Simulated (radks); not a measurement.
Question: Nd, configuration [Kr] 4d10 4f4 5p6 6s2 6p2 (not the ground configuration). Calculated with a radial shooting solver on a logarithmic mesh with Libxc functionals: Dirac Kohn-Sham, PBE, spin-unpolarised, spherical densities, finite nucleus; open shells are shared between the two j in proportion to 2j + 1; Fermi nuclear charge, rms radius 4.9123 fm. Some entries of the table are withheld. Estimate them.

orbital      occ.  eigenvalue (hartree)  r(max) (bohr)  <r> (bohr)
1s1/2           2             -1593.877        0.01510     0.02363
2s1/2           2             -258.1033        0.08565      0.1005
2p1/2           2             -244.2214        0.06508     0.08421
2p3/2           4             -225.1082        0.07052     0.09063
3s1/2           2             -56.36408         0.2439      0.2659
3p1/2           2             -50.43351         0.2308      0.2556
3p3/2           4             -46.61724         0.2425      0.2680
3d3/2           4                   (1)         0.1941      0.2394
3d5/2           6                   (2)         0.1974      0.2433
4s1/2           2                   (3)         0.5657      0.6075
4p1/2           2              -9.35323         0.5732      0.6239
4p3/2           4              -8.52720         0.5982      0.6521
4d3/2           4              -4.84758            (4)      0.7009
4d5/2           6              -4.70154            (5)      0.7109
5p1/2           2              -1.26541          1.418         (6)
5p3/2           4              -1.13925          1.483         (7)
4f5/2     1.71429              -0.52021         0.6570      0.9879
4f7/2     2.28571              -0.50391         0.6619      0.9980
6s1/2           2              -0.24251          3.257       3.658
6p1/2    0.666667              -0.12032          3.894       4.493
6p3/2     1.33333              -0.10659          4.078       4.717

Answer: 
(1) 3d3/2 eigenvalue (hartree): -36.28775
(2) 3d5/2 eigenvalue (hartree): -35.46267
(3) 4s1/2 eigenvalue (hartree): -11.59141
(4) 4d3/2 r(max) (bohr): 0.6144
(5) 4d5/2 r(max) (bohr): 0.6226
(6) 5p1/2 <r> (bohr): 1.589
(7) 5p3/2 <r> (bohr): 1.664
